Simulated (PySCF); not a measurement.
Labels have come off several samples. The candidates:

A. `InChI=1S/CH9ClO2Si3/c1-7(2,5)4-6-3/h3H,6H2,1,5H3/t7-/m0/s1`
B. `[SiH3]O[SiH2]OC[SiH2]Cl`
C. SMILES C[SiH2]O[Si@@H](C)OC(C)C
D. `O([Si@@](OC)([SiH3])Cl)[SiH3]`

Spectrum 1. 13C{1H} NMR (computed): δ 67.2 (CH), 27.8 (CH3), 25.9 (CH3), 1.1 (CH3), 0.7 (CH3).

Spectrum 2. 13C{1H} NMR (computed): δ 11.2 (CH3).

Spectrum 3. 13C{1H} NMR (computed): δ 51.2 (CH3).

Spectrum 4. 13C{1H} NMR (computed): δ 58.7 (CH2).

Fast rotation and ring inversion assumed for equivalent nuclei, non-relativistic Hamiltonian, no solvent, one conformer. NMR shieldings at PBE0/pcSseg-1/GIAO; structure optimised with GFN2-xTB; PySCF.

Referencing at the same level of theory: 13C (σ = 186.93 ppm) against TMS. Shifts are as computed. Against solution values, carbons near 30 ppm lie about +3 ppm off and those near 130 ppm about +5 ppm. Of 1211 compounds with measured shifts, 218 miss one by over three times the rms of a fit or turn the order of signals round; such compounds aren't used in these exercises.

Question: Match each spectrum to its structure.

Answer: 1–C, 2–A, 3–D, 4–B.

- Spectrum 1 (C): 5 13C signals; δC 67.2 is an sp3 CH bonded to O; δC 27.8 is a methyl carbon.
- Spectrum 2 (A): a single 13C signal, at 11.2 ppm (methyl carbon bonded to Si).
- Spectrum 3 (D): a single 13C signal, at 51.2 ppm (methyl carbon bonded to O).
- Spectrum 4 (B): a single 13C signal, at 58.7 ppm (sp3 CH2 bonded to O and Si).
